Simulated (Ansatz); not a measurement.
A further run on the cluster WO₂.

```yaml
crystal:
  periodic: [false, false, false]
  atoms:
    - {symbol: W, position_ang: [0.482370, 0.099010, -0.495134]}
    - {symbol: O, position_ang: [-0.941435, 0.981170, -0.228524]}
    - {symbol: O, position_ang: [0.459065, -1.080190, 0.723658]}
basis:
  gaussian: {orbitals: def2-mTZVPP, final_grid: {core_spheres: 20, valence_spheres: 16, degree: 47}}
hamiltonian: {xc: {name: PBE0}}
scf: {omitted_lower_state_checks: [starts]}
output: {forces: true}
```

```sh
$ ansatz run in.yaml --threads 4 --pin off --events-out ev --progress --plain --max-ram 3916MiB
```

It prints (some lines left out):

```
Functional definition: PBE0
695 factors; their error is unknown
mean field evaluation 1: about -5900.2920 eV, gradient 9.3e1 eV
mean field evaluation 2: about -5608.7953 eV, gradient 3.4e2 eV
mean field evaluation 4: about -5915.8310 eV, gradient 9.6e0 eV
mean field evaluation 8: about -5916.0351 eV, gradient 6.0e-2 eV
mean field evaluation 16: about -5916.0564 eV, gradient 2.3e-5 eV
mean field -5916.05637859 eV, -217.4110618662 hartree, gradient 3.0e-6 eV, S^2 0.000000; 0 other end points of the search recorded, 0 dependent functions left out
reference -5916.05640984 eV, -217.4110630145 hartree; 15, 15 occupied and 69, 69 virtual orbitals, 695 factors
Total energy: -5916.05640984 eV, -217.4110630145 hartree
Atom 0 at     0.482370     0.099010    -0.495134 Å, force    -0.619056    -0.127070     0.635436 eV/Å
Atom 1 at    -0.941435     0.981170    -0.228524 Å, force     0.577377    -0.330706    -0.135611 eV/Å
Atom 2 at     0.459065    -1.080190     0.723658 Å, force     0.041678     0.457776    -0.499826 eV/Å
Dipole moment:     0.524146     0.107588    -0.538015 e Å
Checks for a lower state left out: starts
```

Hardware: 4 threads of Arm Neoverse V1 on a shared host. Wall time 1.1 s.

In the def2 sets W takes a core potential; there is no spin–orbit coupling. The restricted singlet is unstable towards broken spin symmetry at other levels; at RKS PBE0/def2-mTZVPP this wasn't settled.
